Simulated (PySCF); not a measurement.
# Dipole moment and polarisability of `[SiH3]/C=C\[SiH2]O[SiH3]`

C₂H₁₀OSi₃.
SMILES with atom numbers: `[SiH3:1]/[CH:2]=[CH:3]\[SiH2:4][O:5][SiH3:6]` (hydrogens: H7, H8, H9 on Si1; H10 on C2; H11 on C3; H12, H13 on Si4; H14, H15, H16 on Si6)

Geometry (GFN2-xTB, Å), atoms numbered from 1 in this order:
```
atom  x, y, z in Å
Si1   -3.1252   -0.0198    0.4886
C2    -1.6818   -1.2207    0.5939
C3    -0.3990   -0.9258    0.3910
Si4    0.3031    0.7594   -0.0626
O5     1.9144    0.6766    0.1068
Si6    3.4846    0.3097    0.1984
H7    -4.3564   -0.8057    0.3489
H8    -3.2056    0.7719    1.7195
H9    -2.9708    0.8706   -0.6629
H10   -1.9365   -2.2454    0.8532
H11    0.3359   -1.7220    0.4928
H12    0.0566    1.0946   -1.4680
H13   -0.1239    1.8185    0.8524
H14    3.6311   -1.1319   -0.0058
H15    4.1464    1.0714   -0.8583
H16    3.9194    0.7074    1.5357
```

Level: PBE0/def2-SVPD (PySCF), static field, nuclei fixed, core orbitals frozen in the response. The polarisability tensor in these axes (au):

```
x   135.31   4.46  -4.62
y     4.46  96.87  -2.86
z    -4.62  -2.86  87.29
```

Task: Diagonalise the tensor; give its mean and Δα, where Δα² is half the sum of the squared differences of the eigenvalues.

Result: Principal values 86.27, 96.88 and 136.31 au; mean 106.49 au = 15.78 Å³ = 17.56 × 10⁻⁴⁰ C²·m²/J; Δα = 45.67 au (43 % of the mean).

Task: What is the dipole moment, and where does it point?

Result: (0.03, -0.79, 0.10) D, 0.80 D in size, pointing from the negative to the positive side. Measured along this direction, the outermost atoms are H13 at the negative end and H10 at the positive end.

Task: How large is μ²/3kT at 273 K beside α?

Result: In Gaussian units μ²/3kT = 5.61 Å³ against 15.78 Å³, a ratio of 0.36; the Debye molar polarisation (4π/3)N_A(α + μ²/3kT) is 54.0 cm³/mol, leaving out the vibrational part.

Task: Directions of the eigenvectors, and the extent of the frame along each?

Result: Largest value along (0.99, 0.12, -0.10), where the nuclei span 8.74 Å; middle along (-0.14, 0.97, -0.22), 3.67 Å; least along (0.07, 0.23, 0.97), 3.10 Å. The response follows the extents in order.

Task: What are the principal values of the traceless quadrupole moment, Θ = ½Σq(3rr − r²1), about the centre of nuclear charge?

Result: -2.95, 1.29, 1.66 D·Å. The values depend on the origin, since the dipole doesn't vanish. The electronic extent ⟨r²⟩ about the same centre is 1915 bohr², a root-mean-square distance of 2.73 Å for the 72 electrons.

One conformer (not necessarily the lowest) at the GFN2-xTB geometry, without solvent, vibrations or thermal averaging.
